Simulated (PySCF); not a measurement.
Ga(Me)2(PH2) (C₂H₈GaP), SMILES [CH3][Ga]([CH3])[PH2].

Geometry optimised at B3LYP-D3(BJ)/def2-SVP. The structure was generated by enumeration; whether it is a known compound was not checked. Other conformers were not sampled.

All values below come from PySCF with B3LYP-D3(BJ)/def2-SVP.

Frequencies are harmonic and unscaled.

Computed vibrational spectrum:
| mode | ν (cm⁻¹) | IR (km/mol) | moving atoms (share of kinetic energy) |
|---|---|---|---|
| 1 | 16 | 0.0 | H 97 % |
| 2 | 31 | 0.0 | H 97 % |
| 3 | 106 | 5.6 | C 29 %, P 29 %, H 25 %, Ga 17 % |
| 4 | 132 | 2.6 | Ga 37 %, C 29 %, H 28 % |
| 5 | 142 | 1.0 | H 88 %, C 9 % |
| 6 | 145 | 4.6 | C 47 %, H 39 %, Ga 9 % |
| 7 | 326 | 15.0 | P 67 %, Ga 24 % |
| 8 | 512 | 4.3 | H 91 % |
| 9 | 531 | 29.8 | C 65 %, H 23 %, Ga 11 % |
| 10 | 570 | 37.9 | C 58 %, Ga 23 %, H 19 % |
| 11 | 605 | 1.5 | H 94 % |
| 12 | 628 | 1.5 | H 85 %, C 14 % |
| 13 | 705 | 28.4 | H 77 %, C 18 % |
| 14 | 713 | 19.5 | H 83 %, C 14 % |
| 15 | 772 | 94.2 | H 77 %, C 21 % |
| 16 | 1094 | 28.9 | H 97 % |
| 17 | 1212 | 10.1 | H 80 %, C 20 % |
| 18 | 1215 | 1.2 | H 82 %, C 18 % |
| 19 | 1425 | 0.4 | H 95 % |
| 20 | 1426 | 0.9 | H 95 % |
| 21 | 1432 | 0.6 | H 95 % |
| 22 | 1435 | 4.6 | H 95 % |
| 23 | 2372 | 44.4 | H 97 % |
| 24 | 2388 | 59.3 | H 97 % |
| 25 | 3021 | 8.1 | H 97 % |
| 26 | 3022 | 5.6 | H 97 % |
| 27 | 3105 | 6.8 | H 91 %, C 9 % |
| 28 | 3106 | 10.8 | H 91 %, C 9 % |
| 29 | 3133 | 6.9 | H 90 %, C 10 % |
| 30 | 3136 | 7.6 | H 91 %, C 9 % |
